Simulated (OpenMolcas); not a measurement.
Ho3+ with 8 ligands (chloride) in square antiprismatic coordination (D4d), a polar angle of 64.2° against the regular 57.3°. A charge of +0.625 e stands 3.2 Å behind each ligand. Ligand basis ANO-RCC-VDZP.

```json
{
  "Program": "OpenMolcas",
  "Method": "CASSCF",
  "Basis": "ANO-RCC-VDZP [7s6p4d2f1g]",
  "Scalar Hamiltonian": "DKH2, point nucleus",
  "Active space": "10 electrons in 7 orbitals (4f)",
  "State averaging": "2S+1 = 5 even, 35 roots (30 in the spin-orbit step); 2S+1 = 3 even, 106 roots kept (CI in the orbitals of an earlier block); 2S+1 = 1 even, 31 roots kept (CI in the orbitals of an earlier block)",
  "Spin-orbit coupling": "RASSI with atomic mean-field integrals over the reference wave functions"
}
```

All ligands move together. At R = 2.77 Å the width of the lowest J multiplet is 205 cm-1, and at R = 2.85 Å it is 186 cm-1.

Task: A third run gives 240 cm-1. What distance was it run at?

Result: With a power law R^-n the two known points give n = -ln(186 / 205) / ln(2.85 / 2.77) = 3.42. Then R = 2.77 × (205 / 240)^(1/3.42) = 2.645 Å. The run was at 2.67 Å, so the estimate is off by -0.025 Å.

High states are left out of the spin-orbit mixing, which shifts the levels that they would mix with. Without dynamic correlation the ligand-field splitting of an f shell can come out too small, at times by half. No measured value stands beside these numbers; the geometry is a model, was not optimised and need not be the one that this ion takes.
